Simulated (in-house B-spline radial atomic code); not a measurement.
# B97-1 excitations of V⁵⁺

Method: B97-1. Computed with an all-electron radial atomic-structure program (B-spline basis): linear response of the closed shell [Ne] 3s2 3p6 with the functional's adiabatic kernel; scalar-relativistic (spin-free one-electron X2C), finite nucleus, no spin-orbit coupling, no double excitations, S, P, D and F terms only. Only terms of natural parity with L up to 3 were computed.

Command:
```bash
python run_td.py task.json out
```
Settings (radii: box in bohr, nucleus in fm):
```
Z                        23
electrons                18
configuration            [Ne] 3s2 3p6
hamiltonian              x2c
method                   b97_1
box_radius               16.35
rms_radius               3.6002
intervals                71
```

Run time, properties included: 1.2 s on 1 thread of Intel(R) Xeon(R) Platinum 8375C CPU @ 2.90GHz (Ice Lake), on a shared host.

The lowest states, in the order of their Tamm-Dancoff energies; the method's threshold (minus the highest occupied level) is 119.93 eV. Labels give the largest channel, * marks a mixed state, and oscillator strengths are full-response dipole values. Semilocal kernels can invert the small singlet-triplet splittings of Rydberg terms. Energies in eV:

```json
{"state": "3p → 3d 3P", "full response": "38.66", "Tamm-Dancoff": "38.79", "oscillator strength": "-"}
{"state": "3p → 3d 3F", "full response": "39.25", "Tamm-Dancoff": "39.45", "oscillator strength": "-"}
{"state": "3p → 3d 1F", "full response": "42.61", "Tamm-Dancoff": "42.62", "oscillator strength": "-"}
{"state": "3p → 3d 1P", "full response": "55.02", "Tamm-Dancoff": "57.47", "oscillator strength": "3.83"}
{"state": "3p → 4s 3P", "full response": "?", "Tamm-Dancoff": "?", "oscillator strength": "-"}
{"state": "3p → 4s 1P", "full response": "67.19", "Tamm-Dancoff": "67.25", "oscillator strength": "0.244"}
{"state": "3s → 3d 3D", "full response": "68.64", "Tamm-Dancoff": "68.70", "oscillator strength": "-"}
{"state": "3s → 3d 1D", "full response": "72.97", "Tamm-Dancoff": "73.08", "oscillator strength": "-"}
{"state": "3p → 4p 3S", "full response": "73.60", "Tamm-Dancoff": "73.63", "oscillator strength": "-"}
{"state": "3p → 4p 3D", "full response": "74.33", "Tamm-Dancoff": "74.35", "oscillator strength": "-"}
{"state": "3p → 4p 1D", "full response": "?", "Tamm-Dancoff": "?", "oscillator strength": "-"}
{"state": "3p → 4p 1S", "full response": "77.91", "Tamm-Dancoff": "78.15", "oscillator strength": "-"}
{"state": "3p → 4d 3P", "full response": "85.61", "Tamm-Dancoff": "85.62", "oscillator strength": "-"}
{"state": "3p → 4d 3F", "full response": "85.84", "Tamm-Dancoff": "85.86", "oscillator strength": "-"}
{"state": "3p → 4d 1F", "full response": "86.18", "Tamm-Dancoff": "86.18", "oscillator strength": "-"}
{"state": "3p → 4d 1P", "full response": "87.04", "Tamm-Dancoff": "87.20", "oscillator strength": "0.0635"}
```

Question: Where does 3p → 4s 3P lie?

Answer: At 66.50 eV in full response, 66.52 eV in Tamm-Dancoff.

Question: Where does 3p → 4p 1D lie?

Answer: At 74.79 eV in full response, 74.81 eV in Tamm-Dancoff.

Question: How large is the singlet-triplet splitting of 3p → 3d (F terms) in Tamm-Dancoff?

Answer: 3.17 eV, from the unrounded values.

Question: What polarisabilities and dispersion coefficient does the method give?

Answer: Dipole 1.079 bohr³, quadrupole 1.138 bohr⁵, C6 1.957 hartree·bohr⁶ for two such species.
